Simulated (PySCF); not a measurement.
## Property card for `[SiH3][SiH2]C1COC1`

Species: C3H10OSi2.
Geometry (GFN2-xTB, Å), atoms numbered from 1 in this order:
```
atom  x, y, z in Å
Si1    1.8600   -1.3681    0.2711
Si2    1.0968    0.6740   -0.5067
C3    -0.7245    0.9590   -0.0252
C4    -1.6509   -0.2285   -0.3045
O5    -1.6889   -0.5646    1.0831
C6    -1.0494    0.6611    1.4417
H7     1.1170   -2.5044   -0.2791
H8     3.2633   -1.5605   -0.1099
H9     1.8030   -1.4823    1.7304
H10    1.1263    0.8155   -1.9716
H11    1.8165    1.8374    0.0362
H12   -1.1060    1.9154   -0.3809
H13   -2.6466    0.0428   -0.6752
H14   -1.2565   -1.0465   -0.9139
H15   -1.7579    1.3577    1.9057
H16   -0.2097    0.5010    2.1238
```

Some functional groups and rings: ether, Si–H bond and C–Si bond.

**GFN2-xTB geometry**

```yaml
Point_group_of_the_GFN2-xTB_geometry: Cs
Rotational_constants_A_B_C_of_the_GFN2-xTB_geometry: 3.424, 1.550, 1.296 GHz
```

CAM-B3LYP/def2-SVPD ground state and vertical TDDFT (core frozen in the response) (PySCF):

```yaml
Dipole_moment: 1.70 D
HOMO_energy: -8.67 eV
LUMO_energy: 0.90 eV
HOMO–LUMO_gap: 9.57 eV
Lowest_singlet_excitation: 6.66 eV (186 nm, f = 0.002)
Strongest_line_among_the_8_lowest_singlet_transitions: S7 at 7.72 eV (161 nm, f = 0.083)
Lowest_triplet_excitation_Tamm–Dancoff: 6.37 eV
Static_isotropic_polarisability: 92.6 au
Electronic_spatial_extent_⟨r²⟩_about_the_centre_of_nuclear_charge: 1021 bohr²
```

**PBE0/pcSseg-1 ground state and GIAO shieldings, non-relativistic (PySCF)**

```yaml
Lowest_Hirshfeld_atomic_charge: -0.17 e on O5
Highest_Hirshfeld_atomic_charge: +0.24 e on Si2
13C_chemical_shifts_computed_TMS_as_zero_by_class: 75.9 (C4/C6), 17.8 (C3) ppm
1H_chemical_shifts_computed_TMS_as_zero_by_class: 5.28 (H13/H15), 4.36 (H14/H16), 3.94 (H10/H11), 3.56 (H7/H8/H9), 2.54 (H12) ppm
Isotropic_shieldings_of_nuclei_other_than_C_and_H_by_class: 322 (O5), 421 (Si2), 475 (Si1) ppm
Mayer_bond_orders_between_heavy_atoms: Si1–Si2 0.92, Si2–C3 0.86, C3–C4 1.01, C4–O5 0.92, O5–C6 0.92, C6–C3 1.01
```

Monoisotopic mass from the formula: 118.0270 u.

The polarisability is 13.72 Å³ as a volume (1 au = 0.148185 Å³), or 1.45 au for each of the 64 electrons. The principal polarisabilities are 85.3, 90.8 and 101.7 au; their mean is the isotropic value. S1 lies 2.91 eV below the HOMO–LUMO gap; its leading configuration is HOMO→LUMO, weight 0.54. No computed singlet falls in the visible range (750 to 380 nm, 1.65 to 3.26 eV); S1 lies 3.40 eV above its blue end. The 8 singlets span 6.66 to 7.74 eV, and their oscillator strengths add up to 0.17. The vertical singlet–triplet gap S1 − T1 is 0.29 eV (TDDFT singlet less Tamm–Dancoff triplet; S1: HOMO→LUMO, weight 0.54; T1: HOMO→LUMO, weight 0.43).

The structure is a single GFN2-xTB conformer in the gas phase; no vibrational or solvent corrections. GFN2-xTB frequencies show an imaginary mode (34i cm⁻¹), so this geometry is no minimum at that level. NMR classes are plain means over equivalent atoms (diastereotopic ones count apart unless rotation or inversion swaps them), as if these changed places fast; in this geometry the members of some classes differ.
